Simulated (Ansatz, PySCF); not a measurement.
Gas-phase reaction (SMILES): C[CH2][Ge]([Br])([Br])[Br] [tribromo(ethyl)germane] + F (HF) -> [F][Ge]([Br])([Br])[Br] [tribromo(fluoro)germane] + CC (C2H6) [ethane]; hydrogen fluoride cleaves one Ge-C bond, a model of a ligand-exchange step.

Structures are relaxed separately at B3LYP-D3(BJ)/def2-TZVP in Ansatz (an electronic-structure program), one conformer each, not searched for the lowest. Valence correlation only, unless marked. No spin-orbit coupling. The frozen core is the preceding noble-gas configuration, with the filled d and f shells of earlier blocks. Non-relativistic. CBS(X,Y): correlation extrapolated as X^-3; Hartree-Fock from the larger set. [CCSD(T)-MP2]/basis is that difference in the basis named. Thermal terms are rigid-rotor harmonic-oscillator values from B3LYP-D3(BJ) frequencies (Ansatz or PySCF) at 298.15 K and 1 atm. 1 Eh = 627.5095 kcal/mol.

```tsv
species	E, RI-MP2/CBS(cc-pVTZ,cc-pVQZ)+[CCSD(T)-MP2]/cc-pVTZ (Ansatz) (Eh)	E, PBE/def2-TZVPD (Ansatz) (Eh)	H - E (Eh)
C[CH2][Ge]([Br])([Br])[Br]	-9872.84031	-9877.28986	0.07941
F (HF)	-100.39237	-100.39521	0.01259
[F][Ge]([Br])([Br])[Br]	-9893.53392	-9897.97316	0.01374
CC (C2H6)	-79.71807	-79.73096	0.07887
```

Question: Work out ΔE and ΔH at 298.15 K at the first level, then ΔH at the second.

Answer: 
1. ΔE = [(-9893.53392) + (-79.71807)] - [(-9872.84031) + (-100.39237)] = -0.01931 Eh = -12.1 kcal/mol at RI-MP2/CBS(cc-pVTZ,cc-pVQZ)+[CCSD(T)-MP2]/cc-pVTZ.
2. The terms H - E add up to 0.00061 Eh, so ΔH = (-0.01931 + (0.00061))×627.5095 = -11.7 kcal/mol.
3. At PBE/def2-TZVPD the same steps give ΔE = -12.0 and ΔH = -11.6 kcal/mol, a shift of +0.1 from the first level.
4. These values are not checked against measurement here, since the tables used lack a sound gas-phase enthalpy of formation for at least one species.
